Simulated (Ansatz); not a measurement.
Ideal-gas functions of C$_{2}$H$_{4}$SSi (`C=C1[SiH2]S1`) at 600 K and 1 bar, from an Ansatz frequency run at PBE0-D4/def2-TZVP.

Molar mass 88.21 g/mol, point group Cs (symmetry number 1), electronic degeneracy 1, moments of inertia 76.027, 109.085, 178.975 u Å². Harmonic wavenumbers (cm⁻¹, unscaled): 291, 292, 481, 556, 610, 622, 679, 689, 706, 903, 958, 1063, 1431, 1714, 2253, 2270, 3149, 3236.

Use S(trans) = R[1.5 ln M + 2.5 ln T − 1.1517]; rotational temperatures θ = 24.2544 K / I; S(rot) = R[ln(√π/σ · √(T³/θAθBθC)) + 1.5]; for each mode x = 1.438777 ν̃/T, S = R[x/(eˣ − 1) − ln(1 − e⁻ˣ)] and H = RT x/(eˣ − 1); 1 cm⁻¹ = 0.0119627 kJ/mol; R = 8.31446 J/(mol·K).

**Question.** By hand: the entropy, in J/(mol·K).

**Answer.** Translation 179.3. Rotation: θ = 0.319, 0.2223, 0.1355 K, giving 116.3. Vibration, mode by mode: 11.47, 11.45, 7.57, 6.51, 5.86, 5.72, 5.12, 5.03, 4.86, 3.35, 3.02, 2.47, 1.23, 0.71, 0.24, 0.23, 0.04, 0.03, in all 74.9. Electronic 0.0. Sum 370.5 J/(mol·K).

**Question.** By hand: H − E and G − E in kJ/mol, counted from the electronic energy.

**Answer.** Zero-point energy ½ × 21903 × 0.0119627 = 131.0; thermal vibration 27.1; translation, rotation and pV give 4 RT = 20.0. H − E = 178.1 kJ/mol, and G − E = 178.1 − 600 × 370.5/1000 = -44.2 kJ/mol.

Vibration gives 20 % of the entropy.
